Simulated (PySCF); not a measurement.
# Static response to an electric field

Species: C₆H₉O (charge +1).
Structure used (GFN2-xTB), in Å, numbered top down from 1:
```xyz
16
C6H9O angstrom
C      2.4799   -0.0164    0.0153
O      1.3136    0.7847   -0.0983
C      0.1695    0.3010    0.4778
C     -0.9250    1.2827    0.5882
C     -2.1494    0.6797    0.3843
C     -1.9563   -0.6462    0.0334
C     -0.5439   -0.9595   -0.1184
H      2.7517   -0.1842    1.0605
H      2.3558   -0.9763   -0.4921
H      3.2688    0.5515   -0.4715
H      0.3635    0.0149    1.5403
H     -0.7459    2.3266    0.7893
H     -3.1051    1.1627    0.4933
H     -2.7402   -1.3818   -0.0633
H     -0.2706   -0.9964   -1.1801
H     -0.2740   -1.9342    0.2974
```

Level: PBE0/def2-SVPD (PySCF), static field, nuclei fixed, core orbitals frozen in the response. The polarisability tensor in these axes (au):

```
x   87.41  1.26 -0.12
y    1.26 68.42  6.10
z   -0.12  6.10 50.29
```

Task: What are the eigenvalues, a third of the trace, and Δα (Δα² = ½Σ(αi − αj)² over the three pairs)?

Result: Principal values 48.42, 70.21 and 87.49 au; mean 68.71 au = 10.18 Å³ = 11.33 × 10⁻⁴⁰ C²·m²/J; Δα = 33.91 au (49 % of the mean).

Task: Directions of the eigenvectors, and the extent of the frame along each?

Result: Largest value along (1.00, 0.07, 0.01), where the nuclei span 6.31 Å; middle along (-0.07, 0.95, 0.29), 4.24 Å; least along (0.01, -0.29, 0.96), 2.31 Å. The response follows the extents in order.

Task: Traceless (Buckingham) quadrupole moment about the centre of nuclear charge: eigenvalues?

Result: -14.16, -0.71, 14.87 D·Å. The values depend on the origin, since the species is charged. The electronic extent ⟨r²⟩ about the same centre is 775 bohr², a root-mean-square distance of 2.04 Å for the 52 electrons.

Task: In TDDFT the mean static polarisability is Σ f/ω² over all singlet excitations (ω in hartree). How much of it do the 6 lowest give? Their energies (eV) and oscillator strengths: 2.50, 0.0207; 3.76, 0.0065; 5.20, 0.1031; 5.30, 0.0178; 5.80, 0.0228; 6.12, 0.0036.

Result: They add up to 6.66 au, 9.7 % of the 68.71 au; the largest single term is 2.82 au, from the state at 5.20 eV. Terms in order: 2.45, 0.34, 2.82, 0.47, 0.50, 0.07 au. Higher excitations give the rest. The strengths listed sum to 0.174.

One conformer (not necessarily the lowest) at the GFN2-xTB geometry, without solvent, vibrations or thermal averaging.
